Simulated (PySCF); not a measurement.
GeSe, SMILES [Ge]=[Se] (connectivity only; charge and spin as stated), neutral, multiplicity 1. Geometry: B3LYP-D3(BJ)/def2-TZVP.

TDDFT-PBE0/def2-TZVPD (PySCF) puts the lowest singlet excitations at 3.39, 3.63, 3.63, 3.87, 3.87, 5.26 eV.

Problem. What are the lowest excitation roots from ADC(2)/aug-cc-pVDZ in PySCF? (An estimate is asked for; the answer gives what the named calculation found.)

Solution. 3.55, 3.64, 3.64, 3.99, 3.99, 4.76 eV. S1 differs by 0.16 eV (second minus first; roots are paired by order, and the bases may differ).
